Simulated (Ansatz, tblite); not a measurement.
Removing and adding an electron: P2H6Au13⁺ (relaxed from a model of Au13(PH3)2, whose bonding it doesn't keep). The state is a singlet with charge 1. Geometry: r2SCAN-D4/def2-SVP. Ansatz, gas phase; energy differences of separate SCF runs; the oxidised species was run as a doublet alone; the reduced species was run as a doublet alone.

```xyz
21

Au    2.2411    1.0843   -1.8305
Au    0.2292    2.4104    2.5190
Au    0.3868   -0.5299    2.5948
Au    1.4586    0.3634   -4.2704
Au   -0.9059   -2.7698   -1.9514
Au   -0.4491    0.3661   -2.3758
Au   -0.7978    1.2354    0.3141
Au    1.5798   -1.7056   -2.3057
Au    2.2071    0.4776    0.9414
Au    0.3387   -1.4915    0.0746
Au   -2.4715   -0.5033   -0.8900
Au    3.9285    2.2406   -0.1279
Au    1.1839    3.0394    0.0418
P     0.4378    3.1905    4.6872
P    -2.3946   -4.1267   -3.0910
H     0.9345    2.3324    5.6997
H     1.2757    4.3157    4.8841
H    -0.7490    3.6497    5.3090
H    -3.4216   -3.5292   -3.8632
H    -1.8511   -5.0198   -4.0467
H    -3.1609   -5.0297   -2.3133
```

In the def2 sets Au takes a core potential; there is no spin–orbit coupling. The xTB rows come from tblite. Single mean-field runs in def2-TZVP are fitted with def2-universal-jkfit.

Problem. Estimate orbital energies and vertical ionisation energies and electron affinities at: GFN1-xTB; GFN2-xTB; PBE-D4/def2-TZVP; r2SCANh-D4/def2-TZVP; PBE0-D4/def2-TZVP.

Solution. 
```json
{"level": "GFN1-xTB", "−HOMO (eV)": "13.97", "vertical IE (eV)": "15.75", "−LUMO (eV)": "13.15", "vertical EA (eV)": "11.37", "HOMO–LUMO gap (eV)": "0.82", "IE − EA (eV)": "4.37"}
{"level": "GFN2-xTB", "−HOMO (eV)": "10.94", "vertical IE (eV)": "12.56", "−LUMO (eV)": "8.98", "vertical EA (eV)": "–", "HOMO–LUMO gap (eV)": "1.95", "IE − EA (eV)": "–"}
{"level": "PBE-D4/def2-TZVP", "−HOMO (eV)": "7.84", "vertical IE (eV)": "9.46", "−LUMO (eV)": "6.84", "vertical EA (eV)": "5.40", "HOMO–LUMO gap (eV)": "1.00", "IE − EA (eV)": "4.06"}
{"level": "r2SCANh-D4/def2-TZVP", "−HOMO (eV)": "8.05", "vertical IE (eV)": "9.40", "−LUMO (eV)": "6.47", "vertical EA (eV)": "5.23", "HOMO–LUMO gap (eV)": "1.58", "IE − EA (eV)": "4.17"}
{"level": "PBE0-D4/def2-TZVP", "−HOMO (eV)": "8.24", "vertical IE (eV)": "9.36", "−LUMO (eV)": "6.15", "vertical EA (eV)": "5.17", "HOMO–LUMO gap (eV)": "2.10", "IE − EA (eV)": "4.19"}
```

 Raw xTB energy differences between charge states are shifted by several eV; the methods need an empirical correction for them.
